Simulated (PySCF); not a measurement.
## Electron correlation in Sc (scandium, neutral)

[Ar] 3d1 4s2, 2D determinant. Calculation: PySCF 2.14, in aug-cc-pVTZ-DK (8s7p5d3f2g, 93 functions); scalar relativity by spin-free X2C-1e. Frozen: [Ar]; 3 electrons correlated.

MP2 pair energies summed by pair of shells (mhartree):

| pair | energy | share (%) |
| --- | --- | --- |
| 4s-4s | -21.21 | 71.5 |
| 3d-4s | -8.45 | 28.5 |

Total MP2 correlation energy: -29.66 mhartree.

Same-spin part -3.14 and opposite-spin part -26.52 mhartree; SCS-MP2 scales them by 1/3 and 6/5 to -32.87 mhartree.
